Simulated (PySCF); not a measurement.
Ru: excitation energy

Ru [Kr] 4d7 5s1 (5F) → Ru [Kr] 4d6 5s1 6s1 (7D), as a difference of total energies. Calculation: PySCF 2.14, in aug-cc-pVTZ-PP with ECP28MDF; scalar relativity through the core potential. Correlated levels: valence: 4s2 4p6 frozen. The calculations carry no spin-orbit coupling.

| method | excitation energy (eV) |
| --- | --- |
| UHF | 4.321 |
| LDA | 6.209 |
| PBE | 6.020 |
| PBE0 | 5.810 |
| r2SCAN | 5.780 |
| B97-3 | 6.124 |
| TPSSh | 5.962 |
| BP86 | 6.209 |
| B3LYP | 6.138 |
| MP2 (valence) | 5.769 |
| SCS-MP2 (valence) | 6.063 |

**Question.** How much does correlation contribute at MP2 (valence)?

**Answer.** 5.769 − (4.321) = 1.448 eV, measured against UHF.

The promoted electron is Rydberg-like, and one or two diffuse shells describe it only roughly, which tends to raise the upper state.
